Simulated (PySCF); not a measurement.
Compound: C₂H₇GaS.
Z-matrix (Å and degrees, PBE0-D3(BJ)/def2-SVP geometry), rows numbered from 1:
```
C 
S   1  1.8235
Ga  2  2.2002  1  103.28
C   3  1.9598  2  117.10  1   178.45
H   1  1.0987  2  108.79  3   126.47
H   1  1.0987  2  109.39  3  -114.74
H   1  1.0988  2  111.73  3     6.10
H   3  1.5713  2  114.88  1    -1.29
H   4  1.1001  3  110.80  2    37.29
H   4  1.1020  3  109.45  2   -81.23
H   4  1.0995  3  111.72  2   159.14
```

Theory: PySCF, delta-SCF UKS SCAN, pcX-2 on the ionised atom, pcseg-1 elsewhere, spin-free X2C. Each binding energy is the total energy of the core-ionised species, with the hole localised on one atom, minus that of the ground state; both are solved self-consistently, so orbital relaxation is included.

One binding energy is withheld.

```csv
atom(s),bonded to,level,binding energy (eV)
C1,S and 3 H,C 1s,291.13
C4,3 H and Ga,C 1s,290.04
S2,C and Ga,S 1s,?
```

Task: Fill in S 1s for S2.

Result: 2476.20 eV (sulfur bonded to C and Ga).

Lowest listed C 1s: C4, bonded to 3 H and Ga. Highest, 1.09 eV above it: C1, bonded to S and 3 H. Summing the Pauling electronegativity differences to the bonded atoms, each weighted by its formal bond order, gives -1.79 for the lowest site and -1.02 for the highest.

Task: Which photon wavelength matches the C 1s of C1 threshold?

Result: λ = hc/E = 12398.42 eV Å / 291.13 eV = 42.587 Å.

Not every level is listed. No level of gallium is listed. Geometry: PBE0-D3(BJ)/def2-SVP, one conformer, isolated molecule.
